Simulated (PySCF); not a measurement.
**BrTcN, doublet: data card**

Method: UB3LYP in PySCF with Tc def2-SVP with ECP28, N def2-SVP, Br def2-SVP; scalar-relativistic core potentials, no spin–orbit coupling; density-fitted integrals.

The structure is a minimum.

Coordinates in bohr (charge 0 multiplicity 2):
```
Tc    0.0000   -1.7964    0.0000
N     2.6069   -3.2723    0.0000
Br   -0.4626    2.8321    0.0000
```

```json
{
 "Point group": "Cs",
 "Bond lengths": "Tc–Br 2.462 Å, Tc–N 1.585 Å",
 "Bond angles": "Br–Tc–N 125.2°",
 "Lowest empty level (α)": "-3.79 eV",
 "Dipole moment": "3.63 D",
 "Heat capacity Cp at 298.15 K": "49.4 J/(mol K)",
 "Rotational symmetry number": "1",
 "Principal quadrupole moments (Buckingham, traceless) about the centre of mass": "-8.08, 1.28, 6.80 D Å",
 "Principal polarisabilities": "40.1, 52.6, 74.1 bohr³",
 "Spin squared ⟨S²⟩": "0.764",
 "Highest occupied level (β)": "-6.13 eV",
 "Enthalpy at 298.15 K above 0 K": "13.00 kJ/mol",
 "Zero-point energy": "9.6 kJ/mol",
 "Rotational constants": "0.9376, 0.05235, 0.04958 cm⁻¹",
 "Entropy at 298.15 K and 1 bar (electronic part: spin only)": "308.9 J/(mol K)",
 "Atomisation energy without zero-point energy": "843 kJ/mol"
}
```

Harmonic modes (masses in u: Tc 98.907, N 14.003, Br 78.918):
| symmetry | ω (cm⁻¹) | IR (km/mol) | type |
| --- | --- | --- | --- |
| a' | 118 | 7.3 | bend |
| a' | 271 | 30.5 | stretch |
| a' | 1212 | 93.5 | stretch |

Charges (e):
```tsv
atom	Mulliken	Löwdin	polar tensor	spin (Mulliken)	Mayer order to Tc1
Tc1	0.45	-0.13	1.13	1.17	–
N2	-0.17	0.10	-0.58	-0.17	2.97
Br3	-0.28	0.02	-0.54	0.01	1.11
```

Mulliken populations on Tc1 (electrons outside its core potential): s 2.29, p 6.34, d 5.89, f 0.03.

Outer orbital energies (eV). α occupied: -10.61, -10.28, -10.28, -8.93, -8.13, -7.81, -6.92, -6.38; empty: -3.79, -2.41, -1.46, -0.04. β occupied: -19.99, -10.53, -10.19, -10.18, -8.74, -8.07, -7.68, -6.13; empty: -3.54, -3.15, -2.09, -1.24.

Formally Tc is in oxidation state +4, d3, with 1 unpaired electron (the high-spin count would be 3). The Mulliken spin on Tc is 1.17. The polar-tensor charge on Tc, 1.13, is far below the formal one.

This need not be the most stable arrangement of these atoms. With open d or f shells other occupations or spin states may lie lower.

The final relaxation and frequency run took 86 s on 2 threads of a shared Arm Neoverse N1 host, with 77 basis functions and 13 gradients; the process peaked at 0.77 GiB. Launch command: `OMP_NUM_THREADS=2 python axn.py task.json out`.
